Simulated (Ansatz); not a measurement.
Total energies of `CB(C)C=O`.

Z-matrix (Å, degrees):
```
C
B 1 1.559
H 1 1.094 2 112.5
H 1 1.100 2 107.3 3 -115.5
H 1 1.092 2 114.2 3 126.0
C 2 1.559 1 124.2 3 -139.6
C 2 1.584 1 118.2 3 37.9
H 6 1.093 2 114.5 1 -146.6
H 6 1.092 2 114.1 1 -18.7
H 6 1.101 2 105.1 1 98.1
O 7 1.213 2 120.4 1 -86.1
H 7 1.121 2 120.8 1 95.1
```

Total charge 0; spin multiplicity 1. The structure was optimised at the PBE0-D4/def2-TZVP level. It is one conformer, not always the lowest. Basis def2-TZVPP, Ansatz 0.2.0.

RPA on PBE orbitals: Hartree–Fock energy of these orbitals -217.25179 Eh, correlation -1.38177 Eh (frozen core).

| functional | energy without D4 (Eh) | D4 term (kJ/mol) |
| --- | --- | --- |
| LDA (SPW92) | -216.72696 | – |
| revPBE | -218.61303 | -64.1 |
| BLYP | -218.59222 | -43.0 |
| B97M-V | -218.67199 | – |
| PBE0 | -218.41227 | -16.4 |
| B3LYP | -218.69256 | -30.9 |
| r2SCANh | -218.53738 | -5.3 |
| r2SCAN0 | -218.52286 | -5.8 |
| CAM-B3LYP | -218.56723 | -16.4 |
| LC-ωPBE | -218.53309 | – |
| ωB97X-V | -218.61249 | – |
| ωB97M-V | -218.57682 | – |
| B2PLYP | -218.49090 | – |
| PBE-QIDH | -218.37792 | – |

(1) Give the same for PBE, r2SCAN, HSE06 (plane-wave form), BHLYP. (Estimate.)

B3LYP takes the VWN-RPA correlation (the form of Gaussian; ORCA's B3LYP/G). HSE06 is the plane-wave form, built on full-range PBE exchange. The double hybrids freeze the cores in their second-order part.

## Answers

(1) Ansatz gave: 
```csv
functional,energy without D4 (Eh),D4 term (kJ/mol)
PBE,-218.38956,-19.4
r2SCAN,-218.54780,-5.1
HSE06 (plane-wave form),-218.39964,-15.1
BHLYP,-218.55291,-21.7
```

LC-ωPBE has ω = 0.4 bohr⁻¹.
